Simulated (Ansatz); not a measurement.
Single points on Be₈⁺.

```yaml
crystal:
  periodic: [false, false, false]
  atoms:
    - {symbol: Be, position_ang: [-1.375682, -0.459354, 0.314125]}
    - {symbol: Be, position_ang: [0.436559, -1.884797, 0.584319]}
    - {symbol: Be, position_ang: [0.650632, 0.079134, 1.332213]}
    - {symbol: Be, position_ang: [-1.323624, 0.970376, -1.179306]}
    - {symbol: Be, position_ang: [1.904602, -0.668479, -0.131943]}
    - {symbol: Be, position_ang: [0.643545, 1.254795, -0.464245]}
    - {symbol: Be, position_ang: [0.071450, -0.884883, -1.188859]}
    - {symbol: Be, position_ang: [-1.007481, 1.593208, 0.733705]}
basis:
  gaussian: {orbitals: def2-TZVP, initial_orbitals: start.molden}
total_charge: 1
magnetization: {spin_polarized: true, initial_magnetization: 1}
hamiltonian: {xc: {name: BHLYP}}
scf: {omitted_lower_state_checks: [starts]}
output: {orbitals: {seedname: orbitals}}
```

The file start.molden holds the orbitals of an earlier run on this structure, at another level or in another basis.

```sh
$ ansatz run in.yaml --threads 4 --pin off --events-out ev --progress --plain --max-ram 3916MiB
```

Shortened log:

```
Functional definition: BHLYP
1128 factors; their error is unknown
mean field evaluation 1: about -3196.2836 eV, gradient 3.1e0 eV
mean field evaluation 2: about -3196.3592 eV, gradient 2.0e-1 eV
mean field evaluation 4: about -3196.3537 eV, gradient 6.1e-2 eV
mean field evaluation 8: about -3196.3549 eV, gradient 2.4e-3 eV
mean field evaluation 16: about -3196.3549 eV, gradient 1.4e-5 eV
mean field -3196.35490125 eV, -117.4638760539 hartree, gradient 9.5e-6 eV, S^2 0.936877; 0 other end points of the search recorded, 0 dependent functions left out
reference -3196.35508085 eV, -117.4638826539 hartree; 16, 15 occupied and 136, 137 virtual orbitals, 1128 factors
Total energy: -3196.35508085 eV, -117.4638826539 hartree
Checks for a lower state left out: starts
```

Run time 9 s (4 threads of Arm Neoverse V1 on a shared host).

First input, but with `hamiltonian: {xc: pbe}`, `correlation: {method: rpa}` and without the key `output` (abridged; 4.3 s):

```
Functional definition: PBE
mean field -3192.18321942 eV, -117.3105695742 hartree, gradient 2.1e-6 eV, S^2 1.279354
Total energy: -3202.03012640 eV, -117.6724367312 hartree
Checks for a lower state left out: starts
```

As the first input, with `hamiltonian: {xc: {text: "exchange = 0.90*pbe_x + 0.10*exact_x\ncorrelation = pbe_c"}}` (abridged; 3.3 s):

```
Functional definition: unnamed
mean field -3192.54780332 eV, -117.3239677854 hartree, gradient 1.3e-5 eV, S^2 1.290444
Total energy: -3192.54785143 eV, -117.3239695535 hartree
Checks for a lower state left out: starts
```

The first input with `hamiltonian: {xc: pbe0}` (abridged; 5.5 s):

```
Functional definition: PBE0
mean field -3193.14640411 eV, -117.3459659586 hartree, gradient 1.7e-5 eV, S^2 1.302765
Total energy: -3193.14644342 eV, -117.3459674034 hartree
Checks for a lower state left out: starts
```

The first input with `hamiltonian: {xc: {text: "exchange = 0.50*pbe_x + 0.50*exact_x\ncorrelation = pbe_c"}}` (abridged; 7.5 s):

```
Functional definition: unnamed
mean field -3194.26767088 eV, -117.3871717524 hartree, gradient 1.7e-5 eV, S^2 1.323269
Total energy: -3194.26769657 eV, -117.3871726964 hartree
Checks for a lower state left out: starts
```

First input, but with `hamiltonian: {xc: {name: B2PLYP}}` and without the key `output` (abridged; 11 s):

```
Functional definition: B2PLYP
mean field evaluation 16: about -3190.0430 eV, gradient 2.7e-6 eV
mean field -3190.04297578 eV, -117.2319170712 hartree, gradient 5.8e-6 eV, S^2 1.191938
second order -19.23589284 eV of doubles, -0.00000000 eV of singles
Total energy: -3195.23683354 eV, -117.4227878232 hartree
Checks for a lower state left out: starts
```

As the first input, with `hamiltonian: {xc: {text: "exchange = 0.65*pbe_x + 0.35*exact_x\ncorrelation = pbe_c"}}` (abridged; 7 s):

```
Functional definition: unnamed
mean field -3193.57736998 eV, -117.3618036624 hartree, gradient 2.0e-5 eV, S^2 1.310065
Total energy: -3193.57740373 eV, -117.3618049025 hartree
Checks for a lower state left out: starts
```

Geometry: r2SCAN/def2-SVP.

Correlated methods freeze no core orbitals. At BHLYP/def2-TZVP, RPA@PBE/def2-TZVP, PBE with 10 % exact exchange/def2-TZVP, PBE0/def2-TZVP and others the charge 1 doublet is spin-contaminated (final ⟨S²⟩ up to 1.32, 0.75 for a pure state). The structure comes from a short search, and lower isomers may exist.
